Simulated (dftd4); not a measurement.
C2H6Zn, triplet, at a GFN2-xTB geometry (such geometries of metal compounds can be far from the true shape) (a higher spin typed on purpose: for a closed-shell molecule this is an excited state); D4 for pbe0 in dftd4.

The dftd4 input:
```
$ dftd4 mol.xyz --func pbe0 --charge 0 --json dftd4.json --noedisp --property

# file mol.xyz
9

Zn     0.19054193    -0.64890903     0.11807146
C      0.92061324     1.19842274    -1.15616563
H      1.93030660     0.91575429    -1.41543436
H      0.87661335     2.09130864    -0.55620088
H      0.26322321     1.23423769    -2.01028096
C     -1.51792361     0.83577561     0.78603551
H     -2.24851058     0.16792023     1.21825567
H     -1.89189007     1.36631469    -0.07292682
H     -1.06213831     1.48654517     1.51522418
```

Output, abridged:

```
                    ____  _____ _____     ____  _  _
      -------------|  _ \|  ___|_   _|---|  _ \| || |------------
     |             | | | | |_    | | ___ | | | | || |_           |
     |             | |_| |  _|   | ||___|| |_| |__   _|          |
     |             |____/|_|     |_|     |____/   |_|            |
     |             ===================================           |
     |            E. Caldeweyher, S. Ehlert & S. Grimme          |
     |          Mulliken Center for Theoretical Chemistry        |
     |                    University of Bonn                     |
      -----------------------------------------------------------

Rational (Becke-Johnson) damping: pbe0-D4-ATM
---------------------
  s6         1.0000
  s8         1.2007
  s9         1.0000
  a1         0.4009
  a2         5.0293
 alp        16.0000
--------------------

Atomic data, radii in Ångström:
------------------------------------------------------
   Z          R(cov)      r4/r2   hardness         EN
------------------------------------------------------
  30 Zn       1.4533     2.6978     0.2759     1.6500
   6 C        1.0000     1.6431     0.4220     2.5500
   1 H        0.4267     1.0622     0.4726     2.2000
------------------------------------------------------

Atomic reference systems (in atomic units):
----------------------------------------------------------------------------
   Z        #      CN     q+Z       C6(AA)   #      CN     q+Z       C6(AA)
----------------------------------------------------------------------------
  30 Zn     1  0.0000 30.0000     346.5908   2  1.7534 30.2580     116.4186
   6 C      1  0.0000  6.0000      49.3833   2  0.9189  5.8288      52.1688
            3  1.9079  5.8579      35.6972   4  2.8312  5.7775      35.8445
            5  3.7487  5.7435      28.6317   6  2.9183  5.8956      32.2504
            7  0.8556  6.2103      25.6194
   1 H      1  0.0000  1.0000       7.6362   2  0.8942  1.0000       3.0374
----------------------------------------------------------------------------

Atomic properties (in atomic units):
----------------------------------------------------------------------------
     #    Z              CN          q      C6(AA)        C8(AA)   alpha(0)
----------------------------------------------------------------------------
     1   30 Zn       1.1222     0.3525    116.1052     9053.1908    21.2000
     2    6 C        3.3384    -0.3923     38.4640     1112.4452     9.8121
     3    1 H        0.9256     0.0649      2.1418       25.8910     2.2886
     4    1 H        0.9259     0.0786      1.9938       24.1021     2.2081
     5    1 H        0.9258     0.0726      2.0569       24.8648     2.2428
     6    6 C        3.3384    -0.3923     38.4640     1112.4452     9.8121
     7    1 H        0.9256     0.0649      2.1418       25.8910     2.2886
     8    1 H        0.9259     0.0786      1.9938       24.1021     2.2081
     9    1 H        0.9258     0.0726      2.0569       24.8648     2.2428
----------------------------------------------------------------------------

Molecular properties (in atomic units):
----------------------------------------
 molecular C6                1000.6937
 molecular C8               36374.4080
----------------------------------------

Dispersion energy:      -4.0697502315328E-03 Eh

[Info] JSON dump of results written to 'dftd4.json'
```
